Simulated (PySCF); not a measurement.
# Cl (chlorine, neutral) across methods

[Ne] 3s2 3p5, 2P determinant. Calculation: PySCF 2.14, in x2c-TZVPPall; the spin-free X2C one-electron Hamiltonian (Gaussian nucleus).

```json
{"method": "PBE", "E (hartree)": "-461.3821", "mean ε 3s β (eV)": "-19.893", "mean ε 3p α (eV)": "-8.890", "mean ε 3p β (eV)": "-7.992", "Σ⟨r²⟩ (bohr²)": "27.29", "⟨S²⟩": "0.753"}
{"method": "revPBE", "E (hartree)": "-461.4910", "mean ε 3s β (eV)": "-19.838", "mean ε 3p α (eV)": "-8.856", "mean ε 3p β (eV)": "-7.955", "Σ⟨r²⟩ (bohr²)": "27.24", "⟨S²⟩": "0.753"}
{"method": "B3LYP", "E (hartree)": "-461.5883", "mean ε 3s β (eV)": "-21.744", "mean ε 3p α (eV)": "-10.122", "mean ε 3p β (eV)": "-9.221", "Σ⟨r²⟩ (bohr²)": "27.33", "⟨S²⟩": "0.753"}
{"method": "PBE0", "E (hartree)": "-461.4177", "mean ε 3s β (eV)": "-22.149", "mean ε 3p α (eV)": "-10.480", "mean ε 3p β (eV)": "-9.503", "Σ⟨r²⟩ (bohr²)": "27.23", "⟨S²⟩": "0.754"}
{"method": "LDA", "E (hartree)": "-460.0536", "mean ε 3s β (eV)": "-20.033", "mean ε 3p α (eV)": "-8.980", "mean ε 3p β (eV)": "-8.082", "Σ⟨r²⟩ (bohr²)": "27.44", "⟨S²⟩": "0.751"}
{"method": "r2SCAN", "E (hartree)": "-461.5354", "mean ε 3s β (eV)": "-20.470", "mean ε 3p α (eV)": "-9.379", "mean ε 3p β (eV)": "-8.372", "Σ⟨r²⟩ (bohr²)": "27.25", "⟨S²⟩": "0.756"}
{"method": "MN15", "E (hartree)": "-461.6397", "mean ε 3s β (eV)": "-22.464", "mean ε 3p α (eV)": "-11.170", "mean ε 3p β (eV)": "-10.313", "Σ⟨r²⟩ (bohr²)": "27.07", "⟨S²⟩": "0.752"}
{"method": "M06", "E (hartree)": "-461.5481", "mean ε 3s β (eV)": "-22.075", "mean ε 3p α (eV)": "-10.353", "mean ε 3p β (eV)": "-9.295", "Σ⟨r²⟩ (bohr²)": "27.25", "⟨S²⟩": "0.752"}
{"method": "UHF", "E (hartree)": "-460.88783", "mean ε 3s β (eV)": "-27.745", "mean ε 3p α (eV)": "-14.323", "mean ε 3p β (eV)": "-13.025", "Σ⟨r²⟩ (bohr²)": "27.41", "⟨S²⟩": "0.760"}
```
